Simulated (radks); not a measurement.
Species: W55+. Configuration: [Ar] 3d1. All-electron calculation, Dirac Kohn-Sham, PBE, spin-unpolarised, spherical densities, finite nucleus; open shells fill j = l - 1/2 first; Fermi nuclear charge, rms radius 5.3658 fm. Program: a radial shooting solver on a logarithmic mesh with Libxc functionals. Some entries of the table are withheld. Estimate them.

orbital,occ.,eigenvalue (eV),<r> (bohr),<r^2> (bohr^2)
1s1/2,2,-73284.68,0.01835,0.0004631
2s1/2,2,-15779.32,0.07634,0.006941
2p1/2,2,-15293.49,0.06314,0.004950
2p3/2,4,-13920.75,0.07088,0.006100
3s1/2,2,(1),0.1881,0.04049
3p1/2,2,-5891.894,0.1771,(2)
3p3/2,4,-5543.817,0.1891,(3)
3d3/2,1,(4),(5),(6)
3d5/2,0,(7),(8),(9)

Answer. 
(1) 3s1/2 eigenvalue (eV): -6080.177
(2) 3p1/2 <r^2> (bohr^2): 0.03647
(3) 3p3/2 <r^2> (bohr^2): 0.04137
(4) 3d3/2 eigenvalue (eV): -5274.573
(5) 3d3/2 <r> (bohr): 0.1626
(6) 3d3/2 <r^2> (bohr^2): 0.03059
(7) 3d5/2 eigenvalue (eV): -5193.648
(8) 3d5/2 <r> (bohr): 0.1663
(9) 3d5/2 <r^2> (bohr^2): 0.03189
